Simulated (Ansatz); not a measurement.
`C1#CC=CC#CC=CC#CC=CC#CC=C1` with charge +1. Total charge 1; doublet. Geometry r2SCAN-D4/def2-SVP, that of the neutral singlet.

```xyz
24

C    -1.373   -0.961   -2.171
C    -2.069   -1.321   -1.223
C    -2.926   -1.737   -0.190
C    -2.561   -1.955    1.109
C    -1.267   -1.800    1.635
C    -0.160   -1.687    2.156
C     1.095   -1.628    2.786
C     1.976   -0.585    2.714
C     1.777    0.608    1.998
C     1.664    1.674    1.396
C     1.560    2.929    0.773
C     1.196    3.147   -0.526
C     0.862    2.154   -1.462
C     0.564    1.334   -2.328
C     0.270    0.436   -3.369
C    -0.610   -0.607   -3.297
H    -3.972   -1.924   -0.464
H    -3.336   -2.304    1.803
H     1.375   -2.489    3.407
H     2.912   -0.668    3.281
H     1.818    3.804    1.383
H     1.182    4.185   -0.884
H     0.778    0.608   -4.326
H    -0.758   -1.212   -4.201
```

Estimate the α-spin orbital energies around the gap (eV) in Ansatz with PBE-D4/def2-SVP, PBE0-D4/def2-SVP.


```csv
orbital,PBE-D4/def2-SVP,PBE0-D4/def2-SVP
HOMO−5,-11.13,-12.40
HOMO−4,-10.92,-12.21
HOMO−3,-10.28,-11.47
HOMO−2,-9.92,-10.96
HOMO−1,-9.92,-10.96
HOMO,-9.16,-10.07
LUMO,-7.36,-6.71
LUMO+1,-6.33,-5.58
LUMO+2,-6.33,-5.58
LUMO+3,-5.32,-4.38
LUMO+4,-4.17,-3.21
LUMO+5,-3.59,-2.54
β HOMO,-9.76,-10.54
β LUMO,-8.93,-8.61
```
